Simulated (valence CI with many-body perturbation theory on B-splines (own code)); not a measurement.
## Pr¹⁹⁺: M1 decay

Level of theory: relativistic CI+MBPT: four valence electrons over a frozen Dirac-Fock core [Kr], a basis of 9 s, 9 p, 10 d, 8 f, 5 g, 3 h, 1 i functions for each j, with the one-electron correlation potential Σ1, the two-electron term Σ2, the three-electron term Σ3, Breit, model QED; selected CI, second order for the rest (own B-spline code, finite nucleus).

No measured spectrum was set against this ion. As an estimate, terms of the open shell hold to 2 to 4 % of their energy, and close levels can change places. Only levels of the ground parity were solved; by the run's estimate the other parity begins above the list, which can be wrong where configurations are misplaced.

Lines 51 to 100 of 120 in falling wavelength, among levels below 33.695 eV, chosen from the decays that carry over 1 % of a level's rate. Wavelengths and rates use the calculated energies, so an error of 2000 cm⁻¹ moves a line at 2447 Å by 4.9 % and its rate by three times that or more. S is in atomic units (e²a₀⁴ for E2 and M2, e²a₀⁶ for E3), for M1 in squared Bohr magnetons. Weak lines are less certain than strong ones. Lines between different terms over intervals too small for the method are left out, as are lines whose strength nearly cancels.

Levels are named by their leading jj configuration (3d3/2^4 stands for four electrons in 3d with j = 3/2), which in mixed levels can hold well under half, so a name can repeat and another be missing. Letters in brackets count levels of one name in rising energy.

```csv
λ vac (Å),Upper,Lower,Type,A (s⁻¹),S (a.u.)
2447,(4d3/2^2 4d5/2^2) J=3 [a],(4d3/2^2 4d5/2^2) J=2 [a],M1,2.97e+02,1.13e+00
2337,(4d3/2^2 4d5/2^2) J=2 [d],(4d3/2^2 4d5/2^2) J=3 [a],M1,3.19e+01,7.54e-02
2325,(4d3/2^2 4d5/2^2) J=2 [b],(4d3/2^2 4d5/2^2) J=2 [a],M1,4.03e+02,9.38e-01
2295,(4d3/2^2 4d5/2^2) J=0 [a],(4d3/2^3 4d5/2) J=1,M1,2.65e+03,1.19e+00
2241,(4d3/2 4d5/2^3) J=6,(4d3/2^2 4d5/2^2) J=5,M1,5.19e+02,2.82e+00
2163,(4d3/2 4d5/2^3) J=3 [b],(4d3/2^2 4d5/2^2) J=3 [b],M1,4.68e+02,1.23e+00
2142,(4d5/2^4) J=4,(4d3/2 4d5/2^3) J=5,M1,2.89e+02,9.48e-01
2141,(4d3/2 4d5/2^3) J=1 [b],(4d3/2 4d5/2^3) J=1 [a],M1,1.13e+02,1.23e-01
2131,(4d3/2 4d5/2^3) J=1 [a],(4d3/2^2 4d5/2^2) J=2 [b],M1,6.89e+02,7.41e-01
2080,(4d3/2 4d5/2^3) J=3 [b],(4d3/2^2 4d5/2^2) J=2 [c],M1,2.81e+02,6.58e-01
2024,(4d3/2^2 4d5/2^2) J=4 [b],(4d3/2^3 4d5/2) J=4,M1,2.53e+00,7.00e-03
2006,(4d3/2^2 4d5/2^2) J=1,(4d3/2^2 4d5/2^2) J=2 [a],M1,1.37e+03,1.23e+00
1980,(4d3/2 4d5/2^3) J=3 [b],(4d3/2^2 4d5/2^2) J=4 [b],M1,2.13e+02,4.29e-01
1972,(4d3/2^2 4d5/2^2) J=2 [f],(4d3/2^2 4d5/2^2) J=3 [b],M1,1.68e+02,2.38e-01
1943,(4d3/2^2 4d5/2^2) J=4 [b],(4d3/2^3 4d5/2) J=3,M1,3.37e+01,8.26e-02
1937,(4d3/2 4d5/2^3) J=3 [c],(4d3/2^2 4d5/2^2) J=2 [d],M1,2.21e+02,4.17e-01
1904,(4d3/2^2 4d5/2^2) J=2 [f],(4d3/2^2 4d5/2^2) J=2 [c],M1,5.04e+01,6.45e-02
1887,(4d3/2^2 4d5/2^2) J=4 [c],(4d3/2^2 4d5/2^2) J=5,M1,6.45e+01,1.45e-01
1887,(4d3/2 4d5/2^3) J=1 [b],(4d3/2^2 4d5/2^2) J=2 [d],M1,3.37e+02,2.52e-01
1866,(4d3/2^2 4d5/2^2) J=2 [e],(4d3/2^2 4d5/2^2) J=1,M1,1.38e+02,1.66e-01
1863,(4d3/2^2 4d5/2^2) J=3 [b],(4d3/2^3 4d5/2) J=4,M1,5.73e+02,9.61e-01
1855,(4d3/2^2 4d5/2^2) J=2 [c],(4d3/2^3 4d5/2) J=3,M1,1.44e+01,1.70e-02
1855,(4d5/2^4) J=4,(4d3/2 4d5/2^3) J=3 [a],M1,9.04e+02,1.93e+00
1826,(4d3/2 4d5/2^3) J=5,(4d3/2^2 4d5/2^2) J=4 [a],M1,8.60e+01,2.13e-01
1809,(4d3/2 4d5/2^3) J=3 [c],(4d3/2 4d5/2^3) J=3 [a],M1,2.53e+01,3.89e-02
1794,(4d3/2^2 4d5/2^2) J=3 [b],(4d3/2^3 4d5/2) J=3,M1,2.54e+01,3.81e-02
1784,(4d3/2 4d5/2^3) J=0,(4d3/2^2 4d5/2^2) J=1,M1,2.04e+03,4.30e-01
1755,(4d3/2^2 4d5/2^2) J=2 [b],(4d3/2^3 4d5/2) J=1,M1,8.23e+02,8.25e-01
1700,(4d3/2^2 4d5/2^2) J=4 [c],(4d3/2^2 4d5/2^2) J=3 [a],M1,2.74e+02,4.49e-01
1662,(4d3/2 4d5/2^3) J=4 [a],(4d3/2^3 4d5/2) J=4,M1,9.07e+01,1.39e-01
1658,(4d3/2 4d5/2^3) J=1 [a],(4d3/2^2 4d5/2^2) J=0 [a],M1,1.13e+03,5.70e-01
1655,(4d3/2^2 4d5/2^2) J=2 [e],(4d3/2^2 4d5/2^2) J=2 [b],M1,4.23e+01,3.55e-02
1608,(4d3/2 4d5/2^3) J=4 [a],(4d3/2^3 4d5/2) J=3,M1,3.57e+02,4.94e-01
1598,(4d3/2^2 4d5/2^2) J=2 [e],(4d3/2^2 4d5/2^2) J=3 [a],M1,2.04e+02,1.55e-01
1595,(4d3/2^2 4d5/2^2) J=2 [c],(4d3/2^2 4d5/2^2) J=2 [a],M1,2.71e+01,2.04e-02
1589,(4d5/2^4) J=4,(4d3/2 4d5/2^3) J=4 [a],M1,1.92e+03,2.57e+00
1555,(4d3/2 4d5/2^3) J=3 [c],(4d3/2 4d5/2^3) J=4 [a],M1,1.83e+02,1.79e-01
1550,(4d3/2^2 4d5/2^2) J=3 [b],(4d3/2^2 4d5/2^2) J=2 [a],M1,3.92e+01,3.79e-02
1530,(4d3/2^2 4d5/2^2) J=2 [f],(4d3/2^2 4d5/2^2) J=1,M1,3.82e+02,2.53e-01
1487,(4d3/2^2 4d5/2^2) J=4 [c],(4d3/2^2 4d5/2^2) J=4 [a],M1,2.98e+02,3.27e-01
1476,(4d3/2 4d5/2^3) J=3 [b],(4d3/2^2 4d5/2^2) J=2 [b],M1,1.73e+01,1.45e-02
1431,(4d3/2 4d5/2^3) J=3 [b],(4d3/2^2 4d5/2^2) J=3 [a],M1,2.35e+02,1.79e-01
1404,(4d3/2 4d5/2^3) J=3 [a],(4d3/2^3 4d5/2) J=3,M1,2.81e+02,2.02e-01
1357,(4d5/2^4) J=4,(4d3/2^2 4d5/2^2) J=4 [b],M1,1.91e+02,1.59e-01
1345,(4d3/2^2 4d5/2^2) J=2 [f],(4d3/2^2 4d5/2^2) J=3 [a],M1,5.35e+02,2.41e-01
1336,(4d3/2^2 4d5/2^2) J=2 [d],(4d3/2^3 4d5/2) J=3,M1,1.70e+03,7.50e-01
1333,(4d3/2 4d5/2^3) J=3 [c],(4d3/2^2 4d5/2^2) J=4 [b],M1,2.45e+01,1.50e-02
1309,(4d3/2 4d5/2^3) J=5,(4d3/2^3 4d5/2) J=4,M1,3.58e+01,3.27e-02
1305,(4d3/2^2 4d5/2^2) J=2 [c],(4d3/2^3 4d5/2) J=1,M1,1.15e+02,4.74e-02
1277,(4d3/2 4d5/2^3) J=3 [b],(4d3/2^2 4d5/2^2) J=4 [a],M1,2.73e+02,1.48e-01
```
